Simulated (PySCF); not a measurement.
H3BrClNSi, singlet, at a GFN2-xTB geometry; PySCF with B3LYP/6-31G*, polarisability.

The PySCF input:
```python
from pyscf import gto, scf, dft
from pyscf.prop import polarizability

mol = gto.Mole()
mol.atom = '''
    Si    0.288627   -0.578456    0.575996
    N     1.902650   -0.785352    0.058259
    Cl   -0.825191   -2.017667   -0.277357
    Br   -0.236372    1.433232   -0.170595
    H     0.021340   -0.527081    2.003174
    H     2.338666   -1.691162    0.061266
    H     2.581927   -0.048692    0.149678
'''
mol.basis = '6-31g*'
mol.charge = 0
mol.spin = 0
mol.verbose = 4
mol.build()

mf = dft.RKS(mol)
mf.xc = 'b3lyp'
mf.kernel()
alpha = mf.Polarizability().polarizability()[2, 2]
print('alpha_zz =', alpha)
```

Task: Predict the main parts of the log of this PySCF run.

Result: 
```
site-packages/pyscf/prop/efg/rhf.py:45: UserWarning: Module EFG is under testing
  warnings.warn('Module EFG is under testing')
site-packages/pyscf/prop/efg/dhf.py:30: UserWarning: Module EFG is under testing
  warnings.warn('Module EFG is under testing')
site-packages/pyscf/prop/zfs/uhf.py:40: UserWarning: Module ZFS is under testing
  warnings.warn('Module ZFS is under testing')
site-packages/pyscf/prop/gtensor/uhf.py:43: UserWarning: Module g-tensor is under testing
  warnings.warn('Module g-tensor is under testing')
site-packages/pyscf/prop/gtensor/uks.py:41: UserWarning: Module g-tensor is under testing
  warnings.warn('Module g-tensor is under testing')
site-packages/pyscf/prop/hfc/uks.py:35: UserWarning: Module HFC is under testing
  warnings.warn('Module HFC is under testing')
site-packages/pyscf/prop/magnetizability/rhf.py:39: UserWarning: Module magnetizability is under testing
  warnings.warn('Module magnetizability is under testing')
site-packages/pyscf/prop/magnetizability/uhf.py:37: UserWarning: Module magnetizability is under testing
  warnings.warn('Module magnetizability is under testing')
site-packages/pyscf/prop/magnetizability/rks.py:37: UserWarning: Module magnetizability is under testing
  warnings.warn('Module magnetizability is under testing')
site-packages/pyscf/prop/magnetizability/uks.py:39: UserWarning: Module magnetizability is under testing
  warnings.warn('Module magnetizability is under testing')
site-packages/pyscf/prop/polarizability/uhf.py:34: UserWarning: Module polarizability is under testing
  warnings.warn('Module polarizability is under testing')
site-packages/pyscf/prop/polarizability/rks.py:29: UserWarning: Module polarizability is under testing
  warnings.warn('Module polarizability is under testing')
site-packages/pyscf/prop/polarizability/uks.py:29: UserWarning: Module polarizability is under testing
  warnings.warn('Module polarizability is under testing')
PySCF version 2.14.0

[INPUT] verbose = 4
[INPUT] num. atoms = 7
[INPUT] num. electrons = 76
[INPUT] charge = 0
[INPUT] spin (= nelec alpha-beta = 2S) = 0
[INPUT] symmetry False subgroup None
[INPUT] Mole.unit = angstrom
[INPUT] Symbol           X                Y                Z      unit          X                Y                Z       unit  Magmom
[INPUT]  1 Si     0.288627000000  -0.578456000000   0.575996000000 AA    0.545425982155  -1.093123415111   1.088474688845 Bohr   0.0
[INPUT]  2 N      1.902650000000  -0.785352000000   0.058259000000 AA    3.595487410904  -1.484100191379   0.110093554291 Bohr   0.0
[INPUT]  3 Cl    -0.825191000000  -2.017667000000  -0.277357000000 AA   -1.559384990456  -3.812838040573  -0.524128768731 Bohr   0.0
[INPUT]  4 Br    -0.236372000000   1.433232000000  -0.170595000000 AA   -0.446678343516   2.708415952963  -0.322377828220 Bohr   0.0
[INPUT]  5 H      0.021340000000  -0.527081000000   2.003174000000 AA    0.040326755498  -0.996038735462   3.785450239849 Bohr   0.0
[INPUT]  6 H      2.338666000000  -1.691162000000   0.061266000000 AA    4.419438236832  -3.195833012272   0.115775960748 Bohr   0.0
[INPUT]  7 H      2.581927000000  -0.048692000000   0.149678000000 AA    4.879134903620  -0.092014544457   0.282850426873 Bohr   0.0

nuclear repulsion = 408.735899162693
number of shells = 40
number of NR pGTOs = 236
number of NR cGTOs = 88
basis = 6-31g*
ecp = {}

******** <class 'pyscf.dft.rks.RKS'> ********
method = RKS
initial guess = minao
damping factor = 0
level_shift factor = 0
DIIS = <class 'pyscf.scf.diis.CDIIS'>
diis_start_cycle = 1
diis_space = 8
diis_damp = 0
SCF conv_tol = 1e-09
SCF conv_tol_grad = None
SCF max_cycles = 50
direct_scf = True
direct_scf_tol = 1e-13
XC library pyscf.dft.libxc version 7.1.2
    S. Lehtola, C. Steigemann, M. J. T. Oliveira, and M. A. L. Marques,  SoftwareX 7, 1–5 (2018)
XC functionals = b3lyp
    P. J. Stephens, F. J. Devlin, C. F. Chabalowski, and M. J. Frisch,  J. Phys. Chem. 98, 11623 (1994)
radial grids:
    Treutler-Ahlrichs [JCP 102, 346 (1995); DOI:10.1063/1.469408] (M4) radial grids

becke partition: Becke, JCP 88, 2547 (1988); DOI:10.1063/1.454033
pruning grids: <function nwchem_prune>
grids dens level: 3
symmetrized grids: False
atomic radii adjust function: <function treutler_atomic_radii_adjust>
small_rho_cutoff = 0
Set gradient conv threshold to 3.16228e-05
Initial guess from minao.
tot grids = 101816
init E= -3379.54784269427
  HOMO = -0.319133011600448  LUMO = -0.0224138857826777  gap/eV = 8.07414
cycle= 1 E= -3380.17398866966  delta_E= -0.626  |g|= 0.495  |ddm|= 2.55
  HOMO = -0.211524764212204  LUMO = 0.000423065040115134  gap/eV = 5.76739
cycle= 2 E= -3380.12495253979  delta_E= 0.049  |g|= 0.67  |ddm|= 1.19
  HOMO = -0.287663310609366  LUMO = 0.010441254151802  gap/eV = 8.11184
cycle= 3 E= -3380.23259970324  delta_E= -0.108  |g|= 0.0639  |ddm|= 0.712
  HOMO = -0.278898687821646  LUMO = 0.00824775548529555  gap/eV = 7.81365
cycle= 4 E= -3380.23350762314  delta_E= -0.000908  |g|= 0.0223  |ddm|= 0.102
  HOMO = -0.2815051602651  LUMO = 0.00757882803768073  gap/eV = 7.86638
cycle= 5 E= -3380.23364081166  delta_E= -0.000133  |g|= 0.00493  |ddm|= 0.0334
  HOMO = -0.280788417338  LUMO = 0.00819065721685686  gap/eV = 7.86352
cycle= 6 E= -3380.23364609534  delta_E= -5.28e-06  |g|= 0.00114  |ddm|= 0.00664
  HOMO = -0.280929784361662  LUMO = 0.00807165811129806  gap/eV = 7.86413
cycle= 7 E= -3380.2336464844  delta_E= -3.89e-07  |g|= 0.000168  |ddm|= 0.00164
  HOMO = -0.280945509078971  LUMO = 0.00807673589293589  gap/eV = 7.86470
cycle= 8 E= -3380.23364649248  delta_E= -8.08e-09  |g|= 5.42e-05  |ddm|= 0.000341
  HOMO = -0.280945770227972  LUMO = 0.00807942335596046  gap/eV = 7.86478
cycle= 9 E= -3380.23364649339  delta_E= -9.06e-10  |g|= 1.7e-05  |ddm|= 0.000112
  HOMO = -0.280945177573122  LUMO = 0.00807713488948014  gap/eV = 7.86470
Extra cycle  E= -3380.23364649339  delta_E= -4.55e-13  |g|= 1.83e-05  |ddm|= 4.53e-05
converged SCF energy = -3380.23364649339
Isotropic polarizability 50.4399389394
Polarizability anisotropy 19.0695951939
alpha_zz = 41.389963799244484
```
